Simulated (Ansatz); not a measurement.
Reaction (cleavage of the Si–Ge bond): `[OH][GeH]([SiH3])[SH]` + `[NH2][SbH][OH]` → `[OH][SbH][NH][SiH3]` + `[OH][GeH2][SH]`

Calculated with Ansatz (gas phase, PBE0-D4/def2-TZVP geometries, no zero-point term in ΔE). CCSD(T)/CBS is the MP2 limit (def2-TZVPP, def2-QZVPP) plus CCSD(T) − MP2 in def2-TZVPP, frozen cores. Functionals use def2-TZVPP. Elements past krypton have def2 core potentials. For Ge, Sb outer-core shells are correlated without core-valence functions, which leaves a few kJ/mol of doubt a bond. Scalar relativity is left out up to krypton. One conformer a species, not always the lowest.

| level | ΔE (eV) |
| --- | --- |
| ωB97X-V | -0.44 |
| SCS-MP2/def2-TZVPP | -0.55 |

Question: What does CCSD(T)/CBS give? (Estimate.)

Answer: The calculation gave: -0.45 eV. The listed levels differ from it by 0.01, -0.10 eV.

Largest T1 diagnostic among the species: 0.014.

From PBE to PBE0 (25 % exact exchange), in def2-TZVPP and without D4, ΔE moves by −0.07 eV. In def2-TZVPP, CCSD(T) changes the Hartree–Fock value by +0.11 eV (the triples alone add +0.01 eV) and MP2 by +0.05 eV.
